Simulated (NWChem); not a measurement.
System: C2H5BN2O; SMILES NB1C=NCO1

```xyz
11

N      0.0847    -2.1522     0.0000
B      0.0587    -0.7553     0.0000
C      1.2127     0.3215     0.0000
N      0.6898     1.4930     0.0000
C     -0.7369     1.3508     0.0000
O     -1.0981    -0.0122     0.0000
H     -0.7579    -2.7108     0.0000
H      0.9411    -2.6855     0.0000
H      2.3077     0.2315     0.0000
H     -1.1566     1.8515    -0.8911
H     -1.1566     1.8515     0.8911
```
Atoms are numbered in this order, from 1.

Level: PBE0/def2-SVP (NWChem), optimised geometry, unscaled harmonic frequencies. 

```csv
frequency (cm⁻¹),IR intensity (km/mol)
190,3.7
310,2.2
373,3.3
407,202.0
542,14.7
600,3.5
637,12.4
789,6.8
842,2.5
884,12.8
909,4.5
1025,21.4
1082,13.2
1105,120.1
1217,45.4
1227,0.1
1320,32.3
1381,31.4
1447,50.0
1484,66.2
1613,327.5
1688,5.7
3053,36.6
3101,15.0
3159,20.9
3655,63.8
3766,50.4
```

```
Quantity                                                                            Value
-----------------------------------------------------------------------  ----------------
zero-point energy                                                           54.0 kcal/mol
thermal correction to the enthalpy at 298.15 K (with zero-point energy)     58.0 kcal/mol
heat capacity Cv                                                         19.7 cal/(mol K)
entropy at 298.15 K and 1 atm (symmetry number 1)                        73.2 cal/(mol K)
dipole moment                                                                      2.37 D
```

Rigid rotor and harmonic oscillator.
